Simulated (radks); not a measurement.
The numbers below are computed, except where a source is named.
Ag43+, configuration [He] 2s2. Code: a radial shooting solver on a logarithmic mesh with Libxc functionals. Model: scalar-relativistic Kohn-Sham, BLYP, spin-polarised, spherical densities, point nucleus.

Unscreened Slater integrals over Kohn-Sham orbitals (eV). They are taken over the spin-up orbitals.

F0(2s,2s): 193.96
F0(2s,1s): 272.26
G0(2s,1s): 28.056
F0(1s,1s): 828.43
